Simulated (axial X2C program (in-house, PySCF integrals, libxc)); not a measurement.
**Potential curves of HfSe, two-component**

Computed with an in-house relativistic program for diatomic molecules. Two-component (2c) means X2C with spin–orbit coupling and atomic mean-field two-electron Coulomb and Gaunt terms. Basis: Hf dyall-cv3z [13s14p9d7f4g], Se dyall-cv3z [8s9p6d4f1g] (cores contracted in-house); Gaussian nuclei, density fitting, unrestricted open shells. Masses: Hf 179.947 u, Se 79.917 u.

State: Ω = 0 (closed shell). Energies in cm⁻¹ from the lowest point of each curve. Fits are polynomials in 1 − R0/R over 0.85 to 1.23 times the lowest point R0.

```tsv
R (Å)	PBEsol	PBE0
1.9862	12443	12963
2.0775	5154	5392
2.1460	2038	2139
2.2145	436	460
2.2830	0	0
2.3629	592	626
2.4428	2043	2169
2.5455	4746	5065
2.6711	8793	9438
2.8537	15192	16436
```

The state is one determinant whose occupation by symmetry is held fixed; it was picked as the lowest of a PBE0 search that is not exhaustive. Closed shells are restricted here (equal orbitals for both partners); the stretched side of such a curve lies too high.

(1) Fit the PBEsol curve near its minimum: give the equilibrium distance and the harmonic wavenumber.

(2) Fit the PBE0 curve near its minimum: give the equilibrium distance and the harmonic wavenumber.

## Answers

(1) At PBEsol, 2c: Re = 2.279 Å, ωe ≈ 341 cm⁻¹; Be follows as 0.0586 cm⁻¹.

(2) At PBE0, 2c: Re = 2.279 Å, ωe ≈ 350 cm⁻¹; Be follows as 0.0586 cm⁻¹.
